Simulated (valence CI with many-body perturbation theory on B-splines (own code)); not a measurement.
Values are calculated unless marked as measured or tabulated.
Sn11+ in three bases

Method: relativistic CI+MBPT: three valence electrons over a frozen Dirac-Fock core [Kr], radial functions for each j: 7 s, 7 p, 8 d, 6 f, 4 g, 1 h, with the one-electron correlation potential Σ1 (screened to all orders), the two-electron term Σ2, the three-electron term Σ3, Breit, model QED; selected single and double excitations, second order for the rest, scaled by the run's own slope (own B-spline code, finite nucleus).

No measured spectrum was set against this ion. As an estimate, terms of the open shell hold to 2 to 4 % of their energy, and close levels can change places. The list stops below the first excitations out of the core. Only levels of the ground parity were solved; by the run's estimate the other parity begins above the list, which can be wrong where configurations are misplaced.

The reference run has the lowest level 4d3 4F_3/2 and an ionisation energy of 233.156 eV. Its largest variational space holds 7101 state functions.

Names give the largest LS component (configuration and term), which can be under half, so a name can repeat, a term be missing and a line seem to break the LS rules; names also repeat where a configuration has a term twice. Letters in brackets count levels of one name in rising energy.

Changed runs:
A. basis 6 s, 6 p, 5 d, 5 f, 1 g
B. basis 5 s, 5 p, 4 d, 4 f

Excitation energies of the reference run in cm⁻¹, and shifts in cm⁻¹:

| Level | Reference | A | B |
| --- | --- | --- | --- |
| 4d3 4F_5/2 | 5725 | -21 | -54 |
| 4d3 4F_7/2 | 11383 | -18 | -32 |
| 4d3 4F_9/2 | 16274 | +11 | +74 |
| 4d3 4P_3/2 | 22179 | +112 | +568 |
| 4d3 4P_1/2 | 24105 | +57 | +429 |
| 4d3 2G_7/2 | 29830 | +192 | +725 |
| 4d3 2H_9/2 | 30818 | +154 | +744 |
| 4d3 4P_5/2 | 32027 | +27 | +313 |
| 4d3 2D_3/2 [a] | 37106 | +187 | +686 |
| 4d3 2P_1/2 | 39566 | +218 | +1003 |
| 4d3 2H_11/2 | 41928 | +172 | +943 |
| 4d3 2G_9/2 | 45322 | +177 | +799 |
| Ionisation energy (eV) | 233.156 | -0.025 | -0.052 |
